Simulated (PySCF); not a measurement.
From computed data to an observable: oscillator strength and radiative lifetime

H7Si3, SMILES [SiH3][SiH][SiH3] (connectivity only; charge and spin as stated), charge +1, multiplicity 1.

Coordinates come from a PBE0-D3(BJ)/def2-SVP optimisation. The spin state was assumed, not searched. The isomer is the one that the SMILES or the coordinates give; other isomers of the formula were not compared.

TDA-PBE0/def2-SVPD in PySCF puts the first singlet state with f over 0.02 at 4.98 eV (vertical), with the transition dipole (-0.939, 0.103, -0.174) in atomic units.

Task: Find the oscillator strength, the wavelength and the radiative lifetime that this transition would have in vacuum if emission retraced absorption.

Result: 
|μ|² = 0.9226 au, so |μ| = 2.44 D. ΔE = 4.98/27.211 = 0.1830 hartree. f = (2/3) ΔE |μ|² = 0.113 (the program prints 0.113).
λ = 1239.84/4.98 = 249 nm; ν = 40166 cm⁻¹.
Einstein's coefficient A = 0.6670 ν² f s⁻¹ (ν in cm⁻¹) = 1.2e8 s⁻¹, so τ = 1/A = 8.3 ns. This state is S4; the lower singlets have f = 0.000, 0.003, 0.002. The figure is the radiative limit of this one transition; relaxation, internal conversion, crossing to triplets and a medium change what is measured.
